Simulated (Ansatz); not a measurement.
Born–Oppenheimer molecular dynamics of AlFH6O2Si2 (12 atoms, charge 0, multiplicity 1). It goes on from the last frame of an earlier run, with new velocities.

Level of theory: RKS LDA/STO-3G (Ansatz).

* ensemble: NVT, Nosé–Hoover chain
* time step: 0.5 fs
* steps asked: 150
* set temperature: 50 K
* thermostat: time constant 100 fs, chain length 3 (defaults)
* seed: 82770

First frame:

```xyz
12
Properties=species:S:1:pos:R:3
Al 0.054 -0.196 0.009
O -0.066 -0.291 1.667
Si -1.354 -0.417 2.712
H -2.027 -1.704 2.543
H -0.850 -0.311 4.065
H -2.395 0.597 2.555
F 1.459 0.428 -0.510
O -1.179 -0.357 -1.125
Si -2.597 -1.204 -0.832
H -2.367 -2.589 -0.455
H -3.411 -0.536 0.165
H -3.318 -1.216 -2.085
```

(1) What does the run give?

(2) What happens to the structure?

(3) How do temperature and energy run in time?

Answers

(1) The run went to its last step.

- steps done: 150
- time covered: 75 fs
- mean temperature over the second half: 40 K
- spread of the potential energy over the second half: 1.1 meV per atom
- mean potential energy of the second half above the start: 0.9 meV per atom

The conserved energy stayed within 0.018 meV per atom of its start (net change 0.0097 meV per atom), so the integration is sound. The mean temperature of the second half is 20 % below the set value. A run of 0.075 ps of so small a system gives no equilibrium averages. Limits of this set-up: minimal basis.

(2) No bond is clearly made or broken; grazing contacts change: Al1–Si9 2.96 → 2.86 Å. Pairs count as bonded within 1.25 times the sum of covalent radii (0.12 Å more for H–H). Another seed would give other details.

(3) 
```json
{"time (fs)": "0", "T (K)": "50", "potential energy less start (eV)": "0.000", "conserved less start (meV/atom)": "0.00"}
{"time (fs)": "2.5", "T (K)": "40", "potential energy less start (eV)": "0.013", "conserved less start (meV/atom)": "0.02"}
{"time (fs)": "5", "T (K)": "49", "potential energy less start (eV)": "0.002", "conserved less start (meV/atom)": "0.01"}
{"time (fs)": "7.5", "T (K)": "53", "potential energy less start (eV)": "-0.004", "conserved less start (meV/atom)": "0.01"}
{"time (fs)": "10", "T (K)": "56", "potential energy less start (eV)": "-0.007", "conserved less start (meV/atom)": "0.01"}
{"time (fs)": "12.5", "T (K)": "68", "potential energy less start (eV)": "-0.023", "conserved less start (meV/atom)": "0.00"}
{"time (fs)": "15", "T (K)": "56", "potential energy less start (eV)": "-0.008", "conserved less start (meV/atom)": "0.01"}
{"time (fs)": "17.5", "T (K)": "56", "potential energy less start (eV)": "-0.008", "conserved less start (meV/atom)": "0.01"}
{"time (fs)": "20", "T (K)": "57", "potential energy less start (eV)": "-0.009", "conserved less start (meV/atom)": "0.01"}
{"time (fs)": "22.5", "T (K)": "56", "potential energy less start (eV)": "-0.008", "conserved less start (meV/atom)": "0.02"}
{"time (fs)": "25", "T (K)": "74", "potential energy less start (eV)": "-0.031", "conserved less start (meV/atom)": "0.00"}
{"time (fs)": "27.5", "T (K)": "71", "potential energy less start (eV)": "-0.028", "conserved less start (meV/atom)": "0.01"}
{"time (fs)": "30", "T (K)": "69", "potential energy less start (eV)": "-0.025", "conserved less start (meV/atom)": "0.01"}
{"time (fs)": "32.5", "T (K)": "66", "potential energy less start (eV)": "-0.021", "conserved less start (meV/atom)": "0.00"}
{"time (fs)": "35", "T (K)": "50", "potential energy less start (eV)": "-0.001", "conserved less start (meV/atom)": "0.02"}
{"time (fs)": "37.5", "T (K)": "56", "potential energy less start (eV)": "-0.008", "conserved less start (meV/atom)": "0.00"}
{"time (fs)": "40", "T (K)": "53", "potential energy less start (eV)": "-0.005", "conserved less start (meV/atom)": "0.01"}
{"time (fs)": "42.5", "T (K)": "50", "potential energy less start (eV)": "-0.002", "conserved less start (meV/atom)": "0.01"}
{"time (fs)": "45", "T (K)": "54", "potential energy less start (eV)": "-0.007", "conserved less start (meV/atom)": "0.00"}
{"time (fs)": "47.5", "T (K)": "40", "potential energy less start (eV)": "0.011", "conserved less start (meV/atom)": "0.02"}
{"time (fs)": "50", "T (K)": "44", "potential energy less start (eV)": "0.006", "conserved less start (meV/atom)": "0.01"}
{"time (fs)": "52.5", "T (K)": "42", "potential energy less start (eV)": "0.007", "conserved less start (meV/atom)": "0.01"}
{"time (fs)": "55", "T (K)": "37", "potential energy less start (eV)": "0.014", "conserved less start (meV/atom)": "0.01"}
{"time (fs)": "57.5", "T (K)": "42", "potential energy less start (eV)": "0.008", "conserved less start (meV/atom)": "0.00"}
{"time (fs)": "60", "T (K)": "26", "potential energy less start (eV)": "0.028", "conserved less start (meV/atom)": "0.01"}
{"time (fs)": "62.5", "T (K)": "24", "potential energy less start (eV)": "0.031", "conserved less start (meV/atom)": "0.01"}
{"time (fs)": "65", "T (K)": "26", "potential energy less start (eV)": "0.028", "conserved less start (meV/atom)": "0.00"}
{"time (fs)": "67.5", "T (K)": "24", "potential energy less start (eV)": "0.031", "conserved less start (meV/atom)": "0.02"}
{"time (fs)": "70", "T (K)": "43", "potential energy less start (eV)": "0.006", "conserved less start (meV/atom)": "0.00"}
{"time (fs)": "72.5", "T (K)": "44", "potential energy less start (eV)": "0.005", "conserved less start (meV/atom)": "0.01"}
{"time (fs)": "75", "T (K)": "49", "potential energy less start (eV)": "-0.002", "conserved less start (meV/atom)": "0.01"}
```

Time of the run: 6 min on 1 thread of Arm Neoverse V1 (shared host), peak memory 0.1 GiB.
